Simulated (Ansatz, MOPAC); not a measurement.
Diatomic CoF+, multiplicity 4 (lowest of 2S+1 = 2, 4, 6 at CCSD(T)/def2-TZVPP on PBE0 minima; our sources give no spin for the ground state, which may be another). No spin–orbit coupling. Co is treated without relativity.

The constants come from a fifth-degree fit in 1/R (seven points, main isotopes). In def2 and cc sets the state is the lowest found near the PBE0 minimum, followed along R.

Correlated levels freeze the inner cores; with def2 sets outer-core shells near the valence are correlated too. The state that PM6 reach isn't checked.

Run with Ansatz (a first-principles code); MOPAC for PM6 (differences of heats of formation). Values without a source in brackets are computed.

Problem. What bond length and harmonic frequency does PM6 give?

Solution. r_e = 1.683 Å, ω_e = 804 cm⁻¹.

Problem. What bond length and harmonic frequency does wB97X-V/def2-TZVPP give?

Solution. r_e = 1.686 Å, ω_e = 776 cm⁻¹.

Problem. What bond length and harmonic frequency does CCSD(T)/def2-TZVPP give?

Solution. r_e = 1.695 Å, ω_e = 766 cm⁻¹.
